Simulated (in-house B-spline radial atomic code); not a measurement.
A calculation on Mn6+ (with a hole in an inner shell): its settings, and results tabulated from the run. Method: Dirac-Hartree-Fock, average of the jj configuration, Fermi nucleus of rms radius 3.7057 fm. Calculated with a B-spline radial code for spherical atoms.

In the input, a minus or plus after the letter marks the j = l - 1/2 or j = l + 1/2 subshell.

Command:
```bash
python run_scf.py task.json out
```
Settings (nuclear radius in fm, mass in u):
```
Z                25
configuration    1s2 2s2 2p6 3s2 3p-2 3p+3 3d2
hamiltonian      dirac
method           hf
spin_polarised   False
nucleus          fermi
rms_radius       3.7057
atomic_mass      54.93804
speed_of_light   137.035999084
```

Output (hartree, bohr):
```
 radial grid: 65 intervals, B-splines of order 8, outer radius 10.2985 bohr

 iter        energy (Eh)    residual
    1      -1137.2716736    6.99e-01
    2      -1145.1229602    1.86e-01
    3      -1145.6712195    6.62e-02
    4      -1145.7506070    2.36e-02
    5      -1145.7626371    6.91e-03
    6      -1145.7635493    4.74e-04
    7      -1145.7635518    2.15e-05
    8      -1145.7635518    3.73e-06
    9      -1145.7635518    1.75e-07

 total energy                    -1145.763552
 kinetic                           1161.46629
 electron-nucleus                 -2660.49461
 electron-electron                  353.26477

 first-order corrections (not in the total)
   Gaunt                            0.44729
   retardation                     -0.03873
   frequency dependence            -0.00098
   self-energy                      0.29744
   Uehling                         -0.02461
   Wichmann-Kroll                   0.00014
   recoil                           0.00897

 orbital      occ     eigenvalue          <r>       <r^2>       <1/r>       r_max    small
 1s1/2      2.000     -246.93651    0.0608606  0.00498172     24.9334     0.03988  8.07e-03
 2s1/2      2.000      -33.87255     0.277066   0.0906242     5.36434      0.2316  1.49e-03
 2p1/2      2.000      -29.49756     0.243847   0.0730558     5.27911      0.1867  1.45e-03
 2p3/2      4.000      -29.08265     0.247191   0.0750019     5.18698      0.1892  1.43e-03
 3s1/2      2.000       -7.68111     0.807663    0.745005     1.74279      0.7177  3.45e-04
 3p1/2      2.000       -6.31960     0.830239    0.798519     1.64017      0.7227  3.14e-04
 3p3/2      3.000       -6.28048     0.835681    0.809057     1.62873      0.7287  3.14e-04
 3d3/2      0.800       -4.38330     0.856569    0.876318     1.43598      0.6761  2.50e-04
 3d5/2      1.200       -4.33787     0.859937    0.883848     1.43122      0.6772  2.49e-04
```

Cost of the run: 0.95 s on 1 thread of Arm Neoverse V1, on a shared host.

For the Dirac Hamiltonian the kinetic term is c α·p + (β - 1)c².
